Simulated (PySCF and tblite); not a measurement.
Values are calculated unless marked as measured or tabulated.
System: C6H12N2, numbered as in [CH3:1][C@@:2]1([NH2:3])[CH2:4][C:5]12[CH2:6][NH:7][CH2:8]2.

Motion: pyramidal inversion at N7. GFN2-xTB gives an electronic barrier of 6.0 kcal/mol and a reaction energy of 0.5 kcal/mol.

B3LYP/pcSseg-1 + D3(BJ) on GFN2-xTB geometries gives 5.4 kcal/mol and k(298 K) = 3.7×10⁹ s⁻¹.

Problem. What does PBE0/pcSseg-1 + D3(BJ) give on GFN2-xTB geometries?

Solution. A barrier of 5.1 kcal/mol, 0.3 below the first DFT barrier (from unrounded values), a reaction energy of 0.6 kcal/mol and, with GFN2-xTB thermal terms, ΔG‡(298 K) = 4.1 kcal/mol and k = 6.1×10⁹ s⁻¹ (1 equivalent path).

Programs: tblite and PySCF.
